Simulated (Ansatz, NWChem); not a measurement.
KI (Potassium Iodide): from total energies to a heat of formation

KI has 2 atoms, charge 0, and is taken as a singlet. SMILES: `[K][I]`. Geometry: the measured bond length.

```xyz
2

K     0.0000    0.0000    0.0000
I     0.0000    0.0000    3.0478
```

Total energies at PBE0/def2-TZVPPD (core potential) (NWChem 7.3.0); the atoms run unrestricted:

```tsv
species	state	energy (Eh)
KI	singlet	-897.558448
K	doublet	-599.738944
I	doublet	-297.693206
```

Harmonic wavenumbers at wB97M-V/def2-TZVPD, in cm⁻¹: 182.

Measured heats of formation of the gaseous atoms at 298.15 K, in kJ/mol: K 89.0, I 106.8. Spin-orbit lowering of the atoms at 298 K (mean of the ground term's levels less their thermal mean, from spectra), in kJ/mol: I 30.32. Take 1 Eh = 2625.50 kJ/mol, 1 cm⁻¹ = 0.0119627 kJ/mol, RT = 2.479 kJ/mol.

**Question.** Work out the heat of formation of the gas at 298 K.

**Answer.** 
1. Electronic atomisation energy: (-599.738944) + (-297.693206) − (-897.558448) = 0.126298 Eh = 331.6 kJ/mol.
2. Zero-point energy: half the sum of the wavenumbers, 91 cm⁻¹ = 1.1 kJ/mol.
3. Thermal vibrational enthalpy, Σ hcν̃/(exp(hcν̃/kT) − 1): 1.5 kJ/mol. Translation, rotation and pV of a linear molecule: 3.5 RT = 8.7 kJ/mol.
4. The 2 free atoms carry 5/2 RT each: 12.4 kJ/mol.
5. Spin-orbit coupling lowers the free atoms by 30.32 = 30.3 kJ/mol.
6. Atomisation enthalpy at 298 K: 331.6 − 30.3 − 1.1 − 1.5 − 8.7 + 12.4 = 302.4 kJ/mol.
7. Sum of the atoms' heats of formation: 195.8 kJ/mol. Heat of formation: 195.8 − 302.4 = -106.6 kJ/mol.

No measured value is set beside it here. Anharmonicity and any spin-orbit splitting of the molecule are left out.
